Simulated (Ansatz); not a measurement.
A nudged elastic band was laid between two geometries of ClH + H4O2Si (9 atoms, charge 0, multiplicity 1).

Level of theory: RHF/def2-SVP (Ansatz).

| Quantity | Value |
| --- | --- |
| movable images | 9 |
| climbing image | yes |
| spring | 5.0 eV/Å² |
| optimiser | quadratic models (default) |
| start path | through a guess of the saddle point |
| force threshold | 0.05 eV/Å |
| iteration limit | 60 |
| end points | relaxed |

Image 0:

```xyz
9
Properties=species:S:1:pos:R:3
Si -0.509 -0.432 0.228
H -1.179 -1.135 1.344
O 1.053 -0.050 0.611
H 1.706 -0.735 0.617
H -1.176 0.848 -0.046
O -0.468 -1.425 -1.081
H -1.129 -2.081 -1.228
Cl 2.398 2.954 1.063
H 1.865 1.805 0.871
```

Image 10:

```xyz
9
Properties=species:S:1:pos:R:3
Si 0.323 0.301 -0.830
H 0.296 -0.875 2.844
O 1.761 -0.343 -0.438
H 1.908 -0.716 0.418
H 0.338 0.594 -2.258
O -0.871 -0.721 -0.383
H -1.717 -0.408 -0.107
Cl 0.006 2.087 0.180
H 0.517 -0.169 2.954
```

**Question.** Which bonds break or form, and what moves?

**Answer.** Bonds broken: Si1–H2, Cl8–H9. Bonds formed: Si1–Cl8, H2–H9. ClH + H4O2Si becomes ClH3O2Si + H2.

**Question.** Give the energies along the band, and the barrier.

**Answer.** It converged. The highest image is number 5 of 0 to 10, 54.4 kcal/mol above the first end and 69.0 kcal/mol above the last; the last end lies 14.6 kcal/mol below the first. A structure lower than the last end lies on the path between it and the top, so the climb from that side starts below the end, which may itself be a saddle point or a shallow side well. Neighbouring images differ by up to 2.0 eV, so the band resolves the path poorly. A vibrational analysis at the climbing image gives one clearly imaginary mode, 952i cm⁻¹: a first-order saddle point. The orbitals stay closed-shell, which can raise the energy where a bond breaks towards radicals; this wasn't checked here.

| image | path coordinate (Å) | energy (kcal/mol) | Si1–H2 (Å) | Cl8–H9 (Å) | Si1–Cl8 (Å) |
| --- | --- | --- | --- | --- | --- |
| 0 | 0.00 | 0.0 | 1.48 | 1.28 | 4.54 |
| 1 | 1.16 | 0.1 | 1.48 | 1.28 | 4.40 |
| 2 | 2.32 | 0.7 | 1.48 | 1.28 | 3.94 |
| 3 | 3.48 | 3.6 | 1.47 | 1.27 | 3.74 |
| 4 | 4.64 | 9.1 | 1.48 | 1.28 | 3.35 |
| 5 | 5.80 | 54.4 | 1.70 | 1.73 | 2.58 |
| 6 | 7.12 | 10.5 | 2.57 | 2.28 | 2.11 |
| 7 | 8.44 | -11.6 | 3.49 | 2.88 | 2.07 |
| 8 | 9.76 | -14.7 | 4.67 | 3.30 | 2.08 |
| 9 | 11.09 | -14.7 | 4.56 | 3.29 | 2.08 |
| 10 | 12.41 | -14.6 | 3.86 | 3.61 | 2.08 |

**Question.** What is the geometry of the highest image?

**Answer.** 
```xyz
9
Properties=species:S:1:pos:R:3
Si 0.259 0.081 -0.015
H -0.299 -0.041 1.581
O 1.834 -0.260 -0.142
H 2.034 -1.154 -0.386
H -0.485 1.039 -0.809
O -0.434 -1.395 -0.289
H -1.348 -1.477 -0.510
Cl 0.915 2.212 1.282
H 0.086 0.744 1.668
```

Time of the run: 4.9 min on 1 thread of Arm Neoverse V2, on a shared host, peak memory 0.18 GiB.
